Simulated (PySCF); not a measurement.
Electronic structure of Cl+ (chlorine, charge +1) at the UHF level

Configuration: [Ne] 3s1 3p5, high-spin 3P determinant (an excited configuration). All numbers are calculated (PySCF 2.14, scalar relativity by spin-free X2C-1e, in aug-cc-pCVTZ-DK with one added diffuse shell each of s, p, d, f type (9s8p6d4f, 91 functions)).

- Total energy: -459.931235 hartree
- One-electron energy: -627.9665 hartree
- Hartree (Coulomb) energy: 195.2960 hartree
- Exchange energy: -27.2607 hartree
- ⟨S²⟩: 2.0131
- ⟨L²⟩: 2.015
- Sum of ⟨r⟩: 13.52 bohr
- Sum of ⟨r²⟩: 21.48 bohr²
- Traceless quadrupole moment −½Σ⟨3z² − r²⟩ along its main axis: 1.33 e·bohr²
- Langevin diamagnetic susceptibility: -17.0 ×10⁻⁶ cm³/mol

```csv
shell,electrons,mean orbital energy (hartree),spread (hartree),"rms radius, mean of both spins (bohr)"
1s α,1,-105.81823,0,0.105
1s β,1,-105.77527,0,0.105
2s α,1,-11.22270,0,0.479
2s β,1,-11.15958,0,0.479
2p α,3,-8.62966,0.02421,0.450
2p β,3,-8.58078,0.02317,0.450
3s α,1,-1.65270,0,1.58
3p α,3,-1.00490,0.07359,1.86
3p β,2,-0.81072,0,1.86
```

Densities and radii are taken from the X2C orbitals without a picture-change correction, which distorts them close to the nucleus.

Spin-orbit constants ζ (cm⁻¹) from the X2C one-electron operator on these orbitals: bare nucleus, nucleus screened by l(l+1)(2l+1)/3 electrons, and screened by the Breit-Pauli mean field of the electrons.

```json
{"shell": "2p", "bare": "10000", "screened nucleus": "8825", "mean field": "8287"}
{"shell": "3p", "bare": "823.2", "screened nucleus": "726.4", "mean field": "675.0"}
```

To first order the Landé constant is A = -337.5 cm⁻¹, so the lowest level has J = 2 and lies 0.0418 eV below the centre of the term. This holds in LS coupling only.
